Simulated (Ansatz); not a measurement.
Geometry optimisation, RHF/def2-SVP in Ansatz.

Input file:

```yaml
crystal:
  periodic: [false, false, false]
  atoms:
    - { symbol: "N", position_ang: [-0.6066, 1.3571, 0.2174] }
    - { symbol: Si, position_ang: [0.1035, -0.2003, 0.4505] }
    - { symbol: O, position_ang: [-0.9622, -1.1844, 1.3825] }
    - { symbol: Te, position_ang: [0.5749, -1.2644, -1.7581] }
    - { symbol: H, position_ang: [-1.5262, 1.2311, -0.3614] }
    - { symbol: H, position_ang: [-0.012, 1.9662, -0.4091] }
    - { symbol: H, position_ang: [1.4179, -0.0225, 1.1513] }
    - { symbol: H, position_ang: [-0.3912, -2.0161, 1.504] }
    - { symbol: H, position_ang: [1.4904, 0.0869, -2.1943] }
basis:
  gaussian: { orbitals: def2-SVP }
hamiltonian:
  xc: hf
relax:
  f_tol: 0.015
  max_steps: 40
```

Run as:

```bash
$ ansatz run input.yaml --threads 1 --pin off --max-ram 2048MiB --backend cpu --events-out ev --progress --plain --runs-dir out
```

Task: Where does it end, and by what steps?

Result: It converged. After 24 steps the energy has fallen by 0.785 eV; H6 moved furthest, 1.21 Å.

| step | energy less start (eV) | largest force component (eV/Å) | accepted |
| --- | --- | --- | --- |
| 0 | 0.0000 | 3.722 | yes |
| 1 | -0.4051 | 2.225 | yes |
| 2 | -0.5559 | 1.694 | yes |
| 3 | -0.6654 | 1.471 | yes |
| 4 | -0.7197 | 0.591 | yes |
| 5 | -0.7477 | 0.344 | yes |
| 6 | -0.7452 | 0.633 | no |
| 7 | -0.7538 | 0.137 | yes |
| 8 | -0.7566 | 0.097 | yes |
| 9 | -0.7572 | 0.059 | yes |
| 10 | -0.7574 | 0.044 | yes |
| 11 | -0.7518 | 0.838 | no |
| 12 | -0.7597 | 0.073 | yes |
| 13 | -0.7573 | 0.675 | no |
| 14 | -0.7616 | 0.088 | yes |
| 15 | -0.7637 | 0.172 | yes |
| 16 | -0.7651 | 0.478 | yes |
| 17 | -0.7728 | 0.276 | yes |
| 18 | -0.7730 | 0.169 | yes |
| 19 | -0.7833 | 0.057 | yes |
| 20 | -0.7843 | 0.042 | yes |
| 21 | -0.7844 | 0.032 | yes |
| 22 | -0.7845 | 0.020 | yes |
| 23 | -0.7845 | 0.017 | yes |
| 24 | -0.7845 | 0.011 | yes |

```xyz
9
Properties=species:S:1:pos:R:3
N -0.575 1.344 -0.015
Si 0.172 -0.144 0.333
O -0.764 -1.118 1.281
Te 0.515 -1.445 -1.804
H -1.330 1.415 -0.668
H -0.584 2.089 0.655
H 1.461 0.121 0.998
H -0.420 -1.933 1.614
H 1.613 -0.376 -2.411
```

Run time: 63 s on 1 thread of Intel(R) Xeon(R) Platinum 8488C (Sapphire Rapids), with other jobs on the host, peak memory 0.22 GiB.
